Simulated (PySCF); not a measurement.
C3HBrClF, SMILES FC=C=C(Cl)Br.

Geometry optimised at ωB97X-D3(BJ)/def2-SVP. The structure was generated by enumeration, and PubChem lists no compound with its InChIKey, so it may never have been made.

Two levels are set side by side: PBE/def2-TZVP (PySCF) and PBE0/def2-TZVP (PySCF). Same geometry, gas phase. Differences are taken from unrounded values.

```json
[
 {"quantity": "orbital gap (eV)", "PBE0": "6.48", "PBE": "4.37", "PBE minus PBE0": "-2.11"},
 {"quantity": "highest occupied level (eV)", "PBE0": "-7.79", "PBE": "-6.60", "PBE minus PBE0": "1.18"},
 {"quantity": "lowest empty level (eV)", "PBE0": "-1.31", "PBE": "-2.23", "PBE minus PBE0": "-0.92"},
 {"quantity": "dipole moment (D)", "PBE0": "1.26", "PBE": "1.15", "PBE minus PBE0": "-0.12"},
 {"quantity": "mean polarisability (bohr³)", "PBE0": "72.5", "PBE": "74.9", "PBE minus PBE0": "2.4"}
]
```

PBE's occupied levels lie high since its potential decays too fast outside the molecule; exact exchange lowers them and widens the gap. Loosely held outer electrons make PBE densities more polarisable. Differences between two approximate levels are no errors against the true value.

Rough cost on one machine, each run with all the roots and properties that it gave: PBE0 against PBE within a factor of 2.
